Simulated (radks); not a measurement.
Results of a calculation; reference values are marked as such.
Ionisation of neutral tantalum, [Xe] 4f14 5d3 6s2, to [Xe] 4f14 5d3 6s1 as the strength of local exchange is varied. Code: a radial shooting solver on a logarithmic mesh with Libxc functionals. Model: scalar-relativistic Kohn-Sham, Slater X-alpha exchange (alpha = 2/3 is LDA exchange), no correlation, spin-polarised, spherical densities, point nucleus; open shells are filled with parallel spins first (spin-orbit coupling, left out, can overturn this in heavy ions).

alpha,E(Ta) (hartree),exchange (hartree),IE (eV),-e of the level emptied (eV),<r> of it (bohr)
0.625,-15569.1692,-279.3389,6.025,3.574 (6s),3.561
0.667,-15588.0434,-298.5061,6.176,3.739 (6s),3.538
0.747,-15624.0634,-335.1516,6.479,4.072 (6s),3.493
0.942,-15712.2414,-425.2220,7.293,4.982 (6s),3.374
1.006,-15741.2988,-455.0138,7.581,5.308 (6s),3.335
1.012,-15744.0259,-457.8126,7.608,5.339 (6s),3.331
1.031,-15752.6650,-466.6820,7.696,5.439 (6s),3.319
1.034,-15754.0295,-468.0834,7.710,5.455 (6s),3.317

NIST Atomic Spectra Database: 7.550 eV (measured). The Delta-SCF value meets it near alpha = 1.00. Open shells are spherical and high-spin; term and fine-structure splittings are not resolved. Spin-orbit splitting is averaged out at the scalar-relativistic level.
